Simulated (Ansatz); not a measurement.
Cost and result for the atomization energy of CH8SSiSn (`[SiH3][CH2][SnH2][SH]`) (12 atoms, 11 bonds).

Z-matrix (Å, degrees):
```
Si
C 1 1.870
H 1 1.485 2 110.5
H 1 1.490 2 110.2 3 119.6
H 1 1.487 2 110.5 3 -120.8
Sn 2 2.145 1 114.2 3 68.5
H 2 1.094 1 110.0 3 -171.5
H 2 1.093 1 110.2 3 -53.1
S 6 2.410 2 109.7 1 -24.2
H 6 1.705 2 111.1 1 90.5
H 6 1.710 2 110.9 1 -144.7
H 9 1.343 6 94.0 2 -65.4
```

The species carries charge 0 and has multiplicity 1. Correlated methods include outer-core shells of Sn, which these sets cover unevenly. Sn takes the def2 core potential. The geometry is a stationary point of PBE0-D4/def2-TZVP. It is one conformer, not always the lowest. Program: Ansatz. All runs use 4 threads of an Arm Neoverse V2 on a shared host. Times are those of one run each, without the atoms' runs, and a repeat can differ threefold. Electronic energies, without spin–orbit coupling; frozen cores. CCSD(T)/CBS adds CCSD(T) − MP2 in def2-TZVPP to the MP2 limit, and its time is that of the two runs behind it. T1 = 0.012. With those shells the extrapolation isn't a true limit. B3LYP takes the VWN-RPA correlation (the form of Gaussian; ORCA's B3LYP/G).

CCSD(T)/CBS is a level of theory with its own doubt, some kJ/mol a heavy atom from the limit and from the frozen cores, so smaller differences don't rank the functionals.

```
                             level  functions  wall time  atomization (kcal/mol)  difference from CCSD(T)/CBS  per bond
   PBE-D4/def2-TZVPP (with forces)        277      2.8 s                   854.0                         -9.3      -0.8
                PBE0-D4/def2-TZVPP        277      3.5 s                   850.3                        -13.0      -1.2
r2SCAN-D4/def2-TZVPP (with forces)        277      5.5 s                   856.8                         -6.5      -0.6
 B3LYP-D4/def2-TZVPP (with forces)        277      5.5 s                   854.1                         -9.2      -0.8
                 B2PLYP/def2-TZVPP        277      6.5 s                   842.0                        -21.3      -1.9
                ωB97X-V/def2-TZVPP        277        9 s                   865.3                          2.0       0.2
  ωB97M-V/def2-TZVPP (with forces)        277       13 s                   859.7                         -3.6      -0.3
                    MP2/def2-QZVPP        519       22 s                   847.1                        -16.2      -1.5
                CCSD(T)/def2-TZVPP        277    3.6 min                   840.4                        -22.9      -2.1
                 CCSD(T)/CBS(def2)          –      4 min                   863.3                          0.0       0.0
```

The D4 term adds +11.9 kcal/mol with B3LYP and +6.3 kcal/mol with PBE0; it sums over pairs of atoms, weighted by their polarisabilities, and B3LYP, whose exchange is more repulsive, gets the larger term. From PBE to PBE0 (25 % exact exchange), in def2-TZVPP and without D4, the atomization energy moves by −2.7 kcal/mol: exact exchange takes away binding that semilocal exchange gives to molecules. In def2-TZVPP, CCSD(T) changes the Hartree–Fock value by +206.9 kcal/mol (the triples alone add +10.5 kcal/mol) and MP2 by +200.0 kcal/mol; breaking electron pairs costs correlation energy, which Hartree–Fock lacks.

Spin–orbit coupling would lower the free Sn atoms strongly, and the atomization energy with them, by more than many differences here. For some Ge, Se and Sn compounds the MP2-based and the directly extrapolated limit differ by 10 to 25 kJ/mol.
